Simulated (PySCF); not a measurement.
Species: C8H15FO2Si.
Geometry (PBE0-D3(BJ)/def2-SVP, Å), atoms numbered from 1 in this order:
```
atom  x, y, z in Å
O1     2.4082    0.4181    1.7755
C2     2.3322    0.2117    0.5906
C3     3.4789   -0.2677   -0.2650
C4     4.8247    0.1401    0.2785
F5     4.9894    1.4951    0.1418
O6     1.1954    0.3438   -0.0915
Si7   -0.2499    0.7611    0.7552
C8    -1.5571    0.7664   -0.5919
C9    -2.9810    0.9287   -0.0357
C10   -3.3922   -0.4900    0.3873
C11   -2.5648   -1.4518   -0.4968
C12   -1.6546   -0.5610   -1.3602
H13    3.3437    0.0881   -1.2965
H14    3.4101   -1.3690   -0.2973
H15    4.8940   -0.1160    1.3481
H16    5.6341   -0.3679   -0.2713
H17   -0.4906   -0.2688    1.8047
H18   -0.0958    2.1116    1.3623
H19   -1.2857    1.6012   -1.2614
H20   -3.6392    1.2894   -0.8443
H21   -3.0661    1.6608    0.7844
H22   -4.4760   -0.6465    0.2831
H23   -3.1575   -0.6533    1.4505
H24   -1.9653   -2.1304    0.1297
H25   -3.2019   -2.0946   -1.1221
H26   -2.1302   -0.3700   -2.3369
H27   -0.6751   -1.0177   -1.5694
```

The closed-shell ground state was solved at several levels (PySCF, density fitting, gas phase, non-relativistic).

| level | basis functions | total energy (Eh) | HOMO (eV) | LUMO (eV) | gap (eV) | dipole (D) |
| --- | --- | --- | --- | --- | --- | --- |
| KT2/pcSseg-1 | 286 | -865.1613 | -6.70 | -1.04 | 5.66 | 3.20 |
| PBE0/def2-SVPD | 373 | -852.5059 | -8.22 | -0.12 | 8.10 | 3.49 |

Task: What might PBE0/pcSseg-1 (286 basis functions) give for the same quantities?

Result: Total energy -852.8985 Eh, HOMO -8.20 eV, LUMO 0.03 eV, gap 8.23 eV, dipole 3.36 D.

Task: Over all these levels, which gives the widest orbital gap and which the narrowest?

Result: PBE0/pcSseg-1 (global hybrid, 25 % exact exchange) has the widest, 8.23 eV, and KT2/pcSseg-1 (GGA) the narrowest, 5.66 eV. The two share the basis. From the narrowest to the widest the HOMO moves by -1.50 eV and the LUMO by +1.07 eV.

Task: How far do the dipole and the HOMO energy spread over the levels?

Result: The dipole runs from 3.20 to 3.49 D (mean 3.35 D) and the HOMO from -8.22 to -6.70 eV.

One conformer stands for the species.
